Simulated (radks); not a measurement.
Results of a calculation; reference values are marked as such.
Question: All-electron atom: As3+ in [Ar] 3d10 4s2. Level of theory: scalar-relativistic Kohn-Sham, LB94 model potential, spin-unpolarised, spherical densities, finite nucleus; Fermi nuclear charge, rms radius 4.0968 fm (a radial shooting solver on a logarithmic mesh with Libxc functionals). Some entries of the table are withheld. Estimate them.

orbital,occ.,eigenvalue (eV),<r^2> (bohr^2),<r> (bohr)
1s,2,-11848.15,0.002773,0.04540
2s,2,-1549.396,0.04814,0.2021
2p,6,-1367.358,0.03810,0.1764
3s,2,-234.8937,0.4145,0.5999
3p,6,-178.6504,0.4481,0.6177
3d,10,-85.8718,(1),0.6670
4s,2,(2),3.262,1.697
4p,0,-40.2718,(3),1.949
4d,0,-24.2843,8.363,2.707
5s,0,-22.8024,14.75,3.628
4f,0,-14.2335,(4),(5)

Answer: 
(1) 3d <r^2> (bohr^2): 0.5572
(2) 4s eigenvalue (eV): -52.3927
(3) 4p <r^2> (bohr^2): 4.323
(4) 4f <r^2> (bohr^2): 18.77
(5) 4f <r> (bohr): 4.087
